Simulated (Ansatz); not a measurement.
Gas-phase electronic energies from Ansatz, PBE0-D4/def2-TZVP geometries. CBS: MP2 limit from def2 TZ/QZ plus the TZ coupled-cluster correction, frozen cores. DFT in def2-TZVPP. One conformer a species, not always the lowest.

Reaction (formal exchange of groups at a B–C bond): `CCB(F)Cl` + `[SiH3]CSCS` → `FB(Cl)C[SiH3]` + `CCSCS`

```
        species  r2SCAN energy (Eh)
     `CCB(F)Cl`          -664.18846
   `[SiH3]CSCS`         -1166.82119
`FB(Cl)C[SiH3]`          -915.56685
        `CCSCS`          -915.45225
```

Work out ΔE.

ΔE = (-915.56685) + (-915.45225) − (-664.18846) − (-1166.82119) = -0.00945 Eh = -24.8 kJ/mol. CCSD(T)/CBS gives -23.8 kJ/mol.

Largest T1 diagnostic among the species: 0.012.
